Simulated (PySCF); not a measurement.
Vertical excitations of a molecule C2H5ClOSi from TDDFT-LC-ωPBE/def2-SVPD run with PySCF, as energy in eV (oscillator strength): 7.00 (0.392), 7.36 (0.070), 7.81 (0.040), 8.09 (0.061), 8.31 (0.006), 8.41 (0.004), 8.60 (0.004), 8.69 (0.016), 8.78 (0.016), 8.85 (0.037). Lowest triplet (TDA): 4.07 eV. Geometry: B3LYP-D3(BJ)/def2-SVP. The values are those of a single conformer.

Problem. Pick the molecule that these values belong to.
A) C=CO[SiH2]Cl
B) O[SiH2]/C=C/Cl
C) C=C(Cl)[SiH2]O
D) Cl[Si@@H]1CCO1

Solution. A, C=CO[SiH2]Cl
